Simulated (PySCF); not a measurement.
A structure optimised at PBE-D3(BJ)/def2-SVP, used in a PySCF frequency run:

```xyz
11

C     -2.3648     0.4106     0.4138
C     -1.2765    -0.2729     0.8214
Si     0.3460    -0.0929    -0.0517
O      0.2798     0.9876    -1.3239
O      0.8168    -1.5770    -0.6201
F      1.4658     0.4869     1.0017
H     -2.3182     1.0869    -0.4572
H     -3.3420     0.3226     0.9192
H     -1.3599    -0.9471     1.6930
H      0.4756     1.9099    -1.0846
H      1.5821    -1.5644    -1.2214
```

Question: Write its SMILES and formula.

Answer: C=C[Si](O)(O)F, C₂H₅FO₂Si

Question: What are its rotational constants (standard atomic weights)?

Answer: 3.7173, 2.1447, 2.1147 GHz
